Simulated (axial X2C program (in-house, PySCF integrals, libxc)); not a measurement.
Which molecule has these constants?

All values come from calculations with an in-house relativistic program for diatomic molecules, spin-free (one-electron X2C) or two-component (2c: spin–orbit coupling with atomic mean-field Coulomb and Gaunt terms, which also bring small scalar terms), in Dyall basis sets with cores contracted in-house; open shells are unrestricted.

A two-component PBE0 calculation in a Dyall 3-zeta basis gave Re = 1.460 Å, ωe = 1961.0 cm⁻¹, De = 2.70 eV, dipole magnitude 2.64 D, Ω = 0.

Which molecule is it?
A. LiCu
B. CuH
C. NaCu

B. The others have LiCu 2.280 Å and 386.8 cm⁻¹ (Ω = 0); NaCu 2.562 Å and 215.2 cm⁻¹ (Ω = 0).

Each entry is the lowest single determinant of a limited PBE0 search at one distance. De goes to single-determinant-based atoms at the same level (for ions the charge split of lowest energy) and is withheld (n/a) where an atom does not fit its ground term or J level. Main or longest-lived isotopes.
